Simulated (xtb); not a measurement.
xtb input (GFN2-xTB):

```bash
xtb mol.xyz --gfn 2 --sp --chrg 0 --uhf 0
```
mol.xyz:
```
13

C      2.52073946    -0.61290978    -0.30646939
C      1.27512509    -0.92863379     0.02718285
C      0.35780191    -0.07320924     0.84939228
B     -0.93760889     0.37333128     0.06476178
O     -1.64400357    -0.58742489    -0.61261699
O     -1.30175009     1.69344129     0.11018283
H      3.12578537    -1.26855667    -0.91947552
H      2.97971758     0.31277165     0.02291426
H      0.85448720    -1.86392057    -0.33054470
H      0.88585033     0.80202826     1.23145268
H      0.01799054    -0.64854315     1.72173276
H     -2.42653080    -0.28915193    -1.08609988
H     -2.10522525     1.92910168    -0.36494979
```

End of the output:

```
         :::::::::::::::::::::::::::::::::::::::::::::::::::::
         ::                     SUMMARY                     ::
         :::::::::::::::::::::::::::::::::::::::::::::::::::::
         :: total energy             -19.401673982847 Eh    ::
         :: gradient norm              0.028537043562 Eh/a0 ::
         :: HOMO-LUMO gap              5.214188654991 eV    ::
         ::.................................................::
         :: SCC energy               -19.621985234669 Eh    ::
         :: -> isotropic ES            0.079460093297 Eh    ::
         :: -> anisotropic ES          0.005165178222 Eh    ::
         :: -> anisotropic XC          0.005842400380 Eh    ::
         :: -> dispersion             -0.006398612616 Eh    ::
         :: repulsion energy           0.220311251822 Eh    ::
         :: add. restraining           0.000000000000 Eh    ::
         :: total charge               0.000000000000 e     ::
         :::::::::::::::::::::::::::::::::::::::::::::::::::::

           -------------------------------------------------
          |                Property Printout                |
           -------------------------------------------------

    * Orbital Energies and Occupations

         #    Occupation            Energy/Eh            Energy/eV
      -------------------------------------------------------------
         1        2.0000           -0.6917201             -18.8227
       ...           ...                  ...                  ...
         5        2.0000           -0.5823083             -15.8454
         6        2.0000           -0.5636487             -15.3377
         7        2.0000           -0.5331477             -14.5077
         8        2.0000           -0.5254210             -14.2974
         9        2.0000           -0.5095666             -13.8660
        10        2.0000           -0.4871459             -13.2559
        11        2.0000           -0.4650260             -12.6540
        12        2.0000           -0.4597364             -12.5101
        13        2.0000           -0.4587311             -12.4827
        14        2.0000           -0.4512999             -12.2805
        15        2.0000           -0.4245687             -11.5531
        16        2.0000           -0.4150687             -11.2946
        17        2.0000           -0.3783275             -10.2948 (HOMO)
        18                         -0.1867096              -5.0806 (LUMO)
        19                         -0.1565851              -4.2609
        20                          0.0569503               1.5497
        21                          0.1089203               2.9639
        22                          0.1415841               3.8527
        23                          0.1531174               4.1665
        24                          0.2007824               5.4636
        25                          0.2099319               5.7125
        26                          0.2394440               6.5156
        27                          0.3011893               8.1958
        28                          0.3491742               9.5015
       ...                                ...                  ...
        31                          0.6202665              16.8783
      -------------------------------------------------------------
                  HL-Gap            0.1916179 Eh            5.2142 eV
             Fermi-level           -0.2825185 Eh           -7.6877 eV

     #   Z          covCN         q      C6AA      α(0)
     1   6 C        2.835    -0.104    30.605     9.066
     2   6 C        2.885    -0.025    28.618     8.770
     3   6 C        3.727    -0.145    23.413     6.908
     4   5 B        2.475     0.446    17.251     7.338
     5   8 O        1.592    -0.478    22.456     6.395
     6   8 O        1.592    -0.479    22.478     6.398
     7   1 H        0.925     0.031     2.576     2.510
     8   1 H        0.925     0.032     2.552     2.498
     9   1 H        0.925     0.036     2.505     2.475
    10   1 H        0.924     0.048     2.340     2.392
    11   1 H        0.923     0.055     2.261     2.351
    12   1 H        0.805     0.290     0.752     1.362
    13   1 H        0.805     0.292     0.746     1.357

 Mol. C6AA /au·bohr⁶  :       1501.504645
 Mol. C8AA /au·bohr⁸  :      34520.500621
 Mol. α(0) /au        :         59.822125

Wiberg/Mayer (AO) data.
largest (>0.10) Wiberg bond orders for each atom

 ---------------------------------------------------------------------------
     #   Z sym  total        # sym  WBO       # sym  WBO       # sym  WBO
 ---------------------------------------------------------------------------
     1   6 C    3.989 --     2 C    1.965     7 H    0.977     8 H    0.976
     2   6 C    3.989 --     1 C    1.965     3 C    1.028     9 H    0.967
     3   6 C    3.989 --     2 C    1.028    10 H    0.974     4 B    0.961
                            11 H    0.939
     4   5 B    3.361 --     6 O    1.163     5 O    1.162     3 C    0.961
     5   8 O    2.143 --     4 B    1.162    12 H    0.891
     6   8 O    2.143 --     4 B    1.163    13 H    0.889
     7   1 H    0.999 --     1 C    0.977
     8   1 H    0.999 --     1 C    0.976
     9   1 H    0.999 --     2 C    0.967
    10   1 H    0.998 --     3 C    0.974
    11   1 H    0.997 --     3 C    0.939
    12   1 H    0.916 --     5 O    0.891
    13   1 H    0.915 --     6 O    0.889
 ---------------------------------------------------------------------------

Topologies differ in total number of bonds
Writing topology from bond orders to xtbtopo.mol

molecular dipole:
                 x           y           z       tot (Debye)
 q only:       -0.766       0.227      -0.246
   full:       -1.135       0.336      -0.433       3.203
molecular quadrupole (traceless):
                xx          xy          yy          xz          yz          zz
 q only:        4.099      -2.491      -3.508       2.903      -1.767      -0.591
  q+dip:        6.688      -2.997      -4.930       3.584      -1.990      -1.758
   full:        6.380      -3.408      -5.411       3.719      -2.567      -0.969

           -------------------------------------------------
          | TOTAL ENERGY              -19.401673982847 Eh   |
          | GRADIENT NORM               0.028537043562 Eh/α |
Note: The following floating-point exceptions are signalling: IEEE_UNDERFLOW_FLAG IEEE_DENORMAL
normal termination of xtb
          | HOMO-LUMO GAP               5.214188654991 eV   |
           -------------------------------------------------

------------------------------------------------------------------------
------------------------------------------------------------------------
 total:
 SCF:
```
